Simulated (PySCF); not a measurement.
Si(CCH)(Cl)2(OMe) (C₃H₄Cl₂OSi), SMILES C#C[Si](Cl)(Cl)OC.

Geometry: B3LYP-D3(BJ)/def2-SVP. One conformer was computed; it need not be the lowest.

Calculation: PBE/def2-TZVP (PySCF).

The molecule is in vacuum.

The total energy is -1401.28495 hartree and the highest occupied level comes out as -7.21 eV. The lowest empty level is -1.69 eV, the orbital gap comes out as 5.52 eV and the dipole moment is 2.53 D. The quadrupole, principal values (traceless, Buckingham form, about the centre of nuclear charge) is -8.67, 1.54, 7.13 D·Å and the mean static polarisability is 85.1 bohr³ (12.60 Å³). The polarisability, principal values comes out as 74.3, 82.7, 98.2 bohr³.
